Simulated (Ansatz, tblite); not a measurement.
**A ladder of methods for CH7ClSi2 (SMILES [SiH3]C[SiH2]Cl)**

CH7ClSi2 has 11 atoms, charge 0, and is taken as a singlet. SMILES: `[SiH3]C[SiH2]Cl`. Geometry: relaxed at PBE0-D4/def2-TZVP. This is one conformer, not always the lowest.

```xyz
11

Si    1.0063    1.2856   -0.1829
C    -0.5704    0.2827   -0.3561
Si   -0.4998   -1.3974    0.4290
Cl   -2.2875   -2.3883    0.1587
H     0.8543    2.6107   -0.8388
H     1.3239    1.4976    1.2542
H     2.1433    0.5667   -0.8163
H    -1.3974    0.8443    0.0911
H    -0.7972    0.1627   -1.4208
H     0.5615   -2.2288   -0.1877
H    -0.2715   -1.2928    1.8902
```

Quantity: the energy change with the Si1–H6 bond stretched from 1.487 to 2.230 Å, in eV. The values are calculated.

```csv
level,kind,program,value (eV),CPU time (all runs)
IPEA1-xTB,semi-empirical,tblite,2.61,under 2 s
HF/def2-SVP (restricted),Hartree–Fock,Ansatz,2.22,7.1 s
SVWN5/def2-SVP (restricted),LDA,Ansatz,1.78,11 s
PBE/def2-SVP (restricted),GGA,Ansatz,1.78,17 s
r2SCAN/def2-SVP (restricted),meta-GGA,Ansatz,1.92,38 s
BHLYP/def2-SVP (restricted),global hybrid,Ansatz,2.12,24 s
PBE0/def2-SVP (restricted),global hybrid,Ansatz,1.96,22 s
CAM-B3LYP/def2-SVP (restricted),range-separated hybrid,Ansatz,2.02,23 s
MP2/def2-SVP (restricted),perturbation theory,Ansatz,2.13,8.9 s
CCSD/def2-SVP (restricted),coupled cluster or CI,Ansatz,2.00,42 s
```

The first shape isn't each level's own minimum. The values span 1.78 to 2.61 eV. In so small a basis fixed costs decide the times, and correlated methods can beat functionals. CPU times are rough (shared hosts, several kinds of processor and program).
